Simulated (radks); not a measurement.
Spherical jellium clusters: N electrons in a uniform positive sphere of charge N and radius rs N^(1/3), rs = 4.49 bohr. Method: non-relativistic Kohn-Sham, PBEsol, spin-polarised, spherical densities; computed with a radial shooting solver with Libxc functionals. Levels are named by radial order and angular momentum (1s, 1p, 1d, 2s, ...), and open shells are averaged over m. Each electron was tried in the lowest free levels, single moves between levels near the top were tried too, and the lowest total energy was kept; such a search can miss a lower state. The series stops at N = 9: beyond it a trial failed or the search could not be trusted, so later rows were left out. Energies include the self-energy of the background; IP and EA are vertical (highest electron removed, lowest free level filled), at fixed background; spill-out counts the electrons outside the background radius R, and alpha is the static dipole polarisability from linear response (closed shells only). A dash means not computed or, for alpha, an open shell; in EA it means that no bound solution was reached, which is typical of self-interaction and does not show that the anion is unstable. Real open-shell clusters deform, which this model forbids.

\begin{tabular}{lrrrrr}
N & open shells & 2S & E/N (eV) & E(N+1) + E(N-1) - 2E(N) (eV) & spill-out (e) \\ \hline
1 & 1s(up 1, down 0) & 1 & -1.366 & - & 0.33 \\
2 & none & 0 & -1.678 & 0.815 & 0.49 \\
3 & 1p(up 1, down 0) & 1 & -1.510 & -0.577 & 0.76 \\
4 & 1p(up 2, down 0) & 2 & -1.570 & -0.371 & 0.92 \\
5 & 1p(up 3, down 0) & 3 & -1.681 & 0.390 & 1.02 \\
6 & 1p(up 3, down 1) & 2 & -1.689 & -0.370 & 1.16 \\
7 & 1p(up 3, down 2) & 1 & -1.748 & -0.238 & 1.26 \\
8 & none & 0 & -1.823 & 0.962 & 1.35 \\
9 & 1d(up 1, down 0) & 1 & -1.773 & - & 1.51 \\
\end{tabular}

All shells are closed at N = 2, 8 (there: 1s2 1p6); the second difference of the energy has clear peaks (12 % above both neighbours; the first and last values, which can be the largest, are not judged, and half-filled shells can peak too) at N = 5.
